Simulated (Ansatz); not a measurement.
```yaml
crystal:
  periodic: [false, false, false]
  atoms:
    - {symbol: O, position_ang: [1.240774, -1.645265, 1.003246]}
    - {symbol: C, position_ang: [0.523307, -0.781337, 0.571059]}
    - {symbol: B, position_ang: [0.051856, 0.678199, 0.614625]}
    - {symbol: C, position_ang: [0.209541, -0.245648, -0.744729]}
    - {symbol: O, position_ang: [0.301629, 2.082725, 1.003804]}
    - {symbol: H, position_ang: [0.301629, 1.782725, 0.953804]}
    - {symbol: H, position_ang: [0.558819, -0.170287, -1.764458]}
    - {symbol: H, position_ang: [-1.743096, -0.150479, -0.220873]}
basis:
  gaussian: {orbitals: ANO-RCC-VTZP}
hamiltonian: {xc: {name: PBE}}
output: {forces: true}
```

```sh
$ ansatz run in.yaml --threads 2 --pin off --events-out ev --progress --plain --max-ram 4352MiB
```

Shortened log:

```
Functional definition: PBE
1283 factors; their error is unknown
mean field evaluation 1: about -6749.4689 eV, gradient 1.5e2 eV
mean field evaluation 2: about -6446.1333 eV, gradient 2.9e2 eV
mean field evaluation 4: about -6764.6250 eV, gradient 9.1e1 eV
mean field evaluation 8: about -6784.4478 eV, gradient 1.1e1 eV
mean field evaluation 16: about -6784.8041 eV, gradient 2.8e-3 eV
mean field -6784.80406736 eV, -249.3369505700 hartree, gradient 8.4e-6 eV, S^2 0.000000; 1 other end points of the search recorded, 0 dependent functions left out
reference -6784.80414666 eV, -249.3369534843 hartree; 18, 18 occupied and 174, 174 virtual orbitals, 1283 factors
Total energy: -6784.80414666 eV, -249.3369534843 hartree
Relativity: scalar
Atom 0 at     1.240774    -1.645265     1.003246 Å, force     0.121613    -0.254884    -0.171320 eV/Å
Atom 1 at     0.523307    -0.781337     0.571059 Å, force     0.587951    -1.105980     1.524867 eV/Å
Atom 2 at     0.051856     0.678199     0.614625 Å, force    -2.013004    -0.127534    -3.240357 eV/Å
Atom 3 at     0.209541    -0.245648    -0.744729 Å, force    -2.692755     2.700595     1.903932 eV/Å
Atom 4 at     0.301629     2.082725     1.003804 Å, force    -4.783639   769.252914   125.785750 eV/Å
Atom 5 at     0.301629     1.782725     0.953804 Å, force     5.902846  -770.049430  -124.971830 eV/Å
Atom 6 at     0.558819    -0.170287    -1.764458 Å, force     0.071877    -0.602105    -0.522432 eV/Å
Atom 7 at    -1.743096    -0.150479    -0.220873 Å, force     2.805111     0.186423    -0.308610 eV/Å
Dipole moment:    -0.335814    -0.278234    -0.576783 e Å
```

**Question.** Something in this input is off. What?

**Answer.** One atom was put on top of another. The run converged. The result belongs to that input, not to the molecule as meant.
